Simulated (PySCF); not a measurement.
SeF₄, SMILES F[Se](F)(F)F. Atoms are numbered in the order given.

```xyz
5

Se     0.0000     0.0000     0.3264
F      1.1538     1.1538    -0.3083
F      1.1538    -1.1538    -0.3083
F     -1.1538    -1.1538    -0.3083
F     -1.1538     1.1538    -0.3083
```
Charge 0, spin multiplicity 1.

Geometry: PBE0-D3(BJ)/def2-SVP. The geometry has at least one imaginary mode, so it is a saddle point at that level. The isomer is the one that the SMILES or the coordinates give; other isomers of the formula were not compared.

Two levels are set side by side: PBE/pcSseg-1 (PySCF) and HF/pcSseg-1 (PySCF). GIAO shifts against CFCl3 (¹⁹F), Me2Se (⁷⁷Se) at the same level; non-relativistic, no solvent, atoms listed together averaged. Differences are taken from unrounded values.

| quantity | HF |
|---|---|
| δ(⁷⁷Se) of Se1 (ppm) | 978.0 |
| δ(¹⁹F) of F2, F3, F4, F5 (ppm) | 75.4 |

Question: What does PBE give, and how far is it from HF? (Estimate from the structure and the level; the computed values follow.)

Answer: 
```json
[
 {"quantity": "δ(⁷⁷Se) of Se1 (ppm)", "PBE": "1196.7", "PBE minus HF": "218.7"},
 {"quantity": "δ(¹⁹F) of F2, F3, F4, F5 (ppm)", "PBE": "109.0", "PBE minus HF": "33.6"}
]
```

Rough cost on one machine, each run with all the roots and properties that it gave: HF against PBE within a factor of 2.
